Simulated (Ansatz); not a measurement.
Computed with Ansatz on PBE0-D4/def2-TZVP structures; ΔE is electronic, products minus reactants. CCSD(T)/CBS is the MP2 limit (def2-TZVPP, def2-QZVPP) plus CCSD(T) − MP2 in def2-TZVPP, frozen cores. This one scheme is used for every species. Elements past krypton have def2 core potentials. For Te outer-core shells are correlated without core-valence functions, which leaves a few kJ/mol of doubt a bond. One conformer a species, not always the lowest.

`C=C[Te][SiH3]` + `C[SiH3]` → `C=C[Te][SiH2]C` + SiH₄  (formal exchange of groups at a Te–Si bond)

`C=C[Te][SiH3]`:

Cartesian coordinates in Å:
```
C -0.465 -1.784 -1.451
C -0.089 -0.569 -1.082
Te -1.379 0.801 -0.141
Si 0.317 1.473 1.554
H 0.217 -2.430 -1.997
H -1.450 -2.181 -1.232
H 0.903 -0.191 -1.308
H 0.562 0.406 2.556
H 1.597 1.792 0.869
H -0.213 2.683 2.232
```

`C[SiH3]`:

Z-matrix (Å, degrees):
```
C
Si 1 1.871
H 1 1.092 2 110.8
H 1 1.092 2 110.8 3 -120.0
H 1 1.092 2 110.8 3 120.0
H 2 1.488 1 110.7 3 -179.9
H 2 1.488 1 110.7 3 -59.9
H 2 1.488 1 110.7 3 60.1
```

`C=C[Te][SiH2]C`:

Z-matrix (Å, degrees):
```
Si
C 1 1.867
Te 1 2.496 2 112.3
H 1 1.487 2 111.6 3 -118.4
H 1 1.489 2 110.2 3 120.3
H 2 1.092 1 110.6 3 61.9
H 2 1.092 1 110.2 3 -57.7
H 2 1.094 1 110.6 3 -177.6
C 3 2.105 1 92.6 2 68.6
C 9 1.324 3 123.6 1 -133.3
H 9 1.086 3 115.1 1 50.3
H 10 1.086 9 120.6 3 -175.9
H 10 1.085 9 122.4 3 3.8
```

SiH₄:

```xyz
5

Si    0.000    0.000    0.000
H    -1.013   -0.606   -0.900
H     0.188    1.428   -0.358
H     1.289   -0.722   -0.149
H    -0.464   -0.101    1.407
```

```tsv
species	CCSD(T)/CBS(def2) energy (Eh)
`C=C[Te][SiH3]`	-636.49984
`C[SiH3]`	-330.73916
`C=C[Te][SiH2]C`	-675.77875
SiH₄	-291.46306
```

Q: Work out ΔE.

A: ΔE = (-675.77875) + (-291.46306) − (-636.49984) − (-330.73916) = -0.00281 Eh = -0.08 eV.

Largest T1 diagnostic among the species: 0.011.

In def2-TZVPP, CCSD(T) changes the Hartree–Fock value by −0.05 eV (the triples alone add −0.01 eV) and MP2 by −0.07 eV. The D4 term adds −0.04 eV with B3LYP and −0.03 eV with PBE0; it sums over pairs of atoms, weighted by their polarisabilities, and B3LYP, whose exchange is more repulsive, gets the larger term.

B3LYP here is the variant with VWN-RPA as its local correlation; programs differ in this.
